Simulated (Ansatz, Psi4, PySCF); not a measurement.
H₄HfO₄, triplet, geometry from GFN2-xTB (such geometries of metal compounds can be far from the true shape) (the multiplicity is a formal guess) (core potentials on Hf). Base run: CAMB3LYP/def2-SVP run with PySCF.

PySCF was given this input:
```python
from pyscf import gto, scf, dft

mol = gto.Mole()
mol.atom = '''
    Hf   -0.00436919    0.00953251    0.00444507
    O     1.76207235    0.66863240   -0.22038935
    H     1.81315123    1.21488920   -1.01269358
    O     0.24472185   -0.53589057    1.81917282
    H     1.19828968   -0.41172282    1.91245785
    O    -0.37330308    0.81642367   -1.68835850
    H    -1.15387611    0.31482316   -1.95764276
    O    -1.60681486   -1.00736662    0.06243549
    H    -1.75639317   -1.33872154    0.95494980
'''
mol.basis = 'def2-svp'
mol.ecp = {'Hf': 'def2-svp'}
mol.spin = 2
mol.verbose = 4
mol.build()

mf = dft.UKS(mol)
mf.xc = 'camb3lyp'
mf.kernel()
```

The same geometry, method and basis name were run in Ansatz (a program for electronic structure) and Psi4 and PySCF, at each program's defaults and at the settings that a row names. The base is PySCF at its defaults. Differences at the defaults can come from grids, fitting, cores and function types together.

```csv
code and settings,ΔE vs base (mEh),basis functions,E (Eh),SCF cycles,dipole (D),outcome
"PySCF, defaults (exact integrals, its default grid, spherical functions)",0.000,108,-350.92950,20,0.24,converged
"Psi4, defaults (density fitting with its default set, its default grid, spherical functions)",5.484,108,-350.92401,23,0.10,converged
"Ansatz, defaults (factorised integrals, its default grid, spherical functions)",0.008,108,-350.92949,-,-,converged
"PySCF, density fitting with def2-universal-jkfit",-0.014,108,-350.92951,20,0.24,converged
"PySCF, fine grid",0.011,108,-350.92949,20,0.24,converged
"Psi4, exact integrals, spherical functions, fine grid",-,108,-,-,-,cut at the time limit
"Ansatz, high accuracy",0.008,108,-350.92949,-,-,converged
```

Open shells are given as the SCF converged; they aren't shown to be the lowest states, and a large step between rows can be another state.
